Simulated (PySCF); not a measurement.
Dipole response of Ni²⁺ (nickel, charge +2)

[Ar] 3d8, high-spin 3F determinant. Calculation: PySCF 2.14, in x2c-TZVPPall with one added diffuse shell each of s, p, d, f type (7s6p5d3f1g, 80 functions); the spin-free X2C one-electron Hamiltonian (Gaussian nucleus). Coupled (time-dependent) response in atomic units; α is the mean over directions.

```
 method  mean α (bohr³)  C₆ (like pair)  S(−4)
wB97X-V           3.322           9.261  5.741
   TPSS           3.479           9.788  6.476
```

S(−4) is the Cauchy moment in α(ω) = α(0) + S(−4) ω² + …

α(iu) at wB97X-V:

```json
{"u (hartree)": "0", "α(iu) (bohr³)": "3.322"}
{"u (hartree)": "0.0500", "α(iu) (bohr³)": "3.308"}
{"u (hartree)": "0.100", "α(iu) (bohr³)": "3.267"}
{"u (hartree)": "0.200", "α(iu) (bohr³)": "3.118"}
{"u (hartree)": "0.300", "α(iu) (bohr³)": "2.916"}
{"u (hartree)": "0.500", "α(iu) (bohr³)": "2.490"}
{"u (hartree)": "0.750", "α(iu) (bohr³)": "2.046"}
{"u (hartree)": "1.00", "α(iu) (bohr³)": "1.711"}
{"u (hartree)": "1.50", "α(iu) (bohr³)": "1.258"}
{"u (hartree)": "2.00", "α(iu) (bohr³)": "0.9718"}
{"u (hartree)": "3.00", "α(iu) (bohr³)": "0.6396"}
{"u (hartree)": "5.00", "α(iu) (bohr³)": "0.3400"}
```

For an ion, C₆ is the dispersion term alone; charge-induced terms of lower order in 1/R come first.
